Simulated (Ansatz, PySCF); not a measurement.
Energy difference 2 R1 → P1 + P2, each structure at its B3LYP-D3(BJ)/def2-TZVP stationary point, reached from a drawn start (curvature not checked).
P1, SiF4 (SMILES F[Si](F)(F)F) (charge 0, multiplicity 1):
```xyz
5

Si     0.000     0.000     0.000
F      0.911     0.892     0.911
F      0.898    -0.910    -0.906
F     -0.893     0.918    -0.904
F     -0.917    -0.899     0.899
```
R1: F3Si (SMILES F[Si](F)F), charge 0, multiplicity 2.
P2: F2Si (SMILES F[Si]F), charge 0, multiplicity 1.

P less R. No zero-point or thermal terms; singlets are restricted closed shells; open shells are unrestricted.

Correlated levels freeze the cores.

Codes used: Ansatz (an electronic-structure program) with Gaussian orbitals; PySCF for the D3/D4 terms. All values are computed, each at the level named.

```json
[
 {"level": "B3LYP/def2-TZVPP", "reaction energy (kcal/mol)": "-55.66"},
 {"level": "B3LYP-D4/def2-TZVPP", "reaction energy (kcal/mol)": "-55.81"},
 {"level": "BHLYP/def2-TZVPP", "reaction energy (kcal/mol)": "-55.63"},
 {"level": "CAM-B3LYP-D3(BJ)/def2-TZVPP", "reaction energy (kcal/mol)": "-56.05"},
 {"level": "B2PLYP-D3(BJ)/def2-TZVPP", "reaction energy (kcal/mol)": "-56.36"},
 {"level": "MP2/cc-pV(D+d)Z", "reaction energy (kcal/mol)": "-54.91"},
 {"level": "SCS-MP2/cc-pV(D+d)Z", "reaction energy (kcal/mol)": "…"},
 {"level": "SCS-MP2/cc-pV(T+d)Z", "reaction energy (kcal/mol)": "…"},
 {"level": "CCSD/cc-pV(D+d)Z", "reaction energy (kcal/mol)": "…"}
]
```

Problem. Fill in the missing entries.

Solution. 
- SCS-MP2/cc-pV(D+d)Z, reaction energy (kcal/mol): -57.51
- SCS-MP2/cc-pV(T+d)Z, reaction energy (kcal/mol): -58.67
- CCSD/cc-pV(D+d)Z, reaction energy (kcal/mol): -59.22
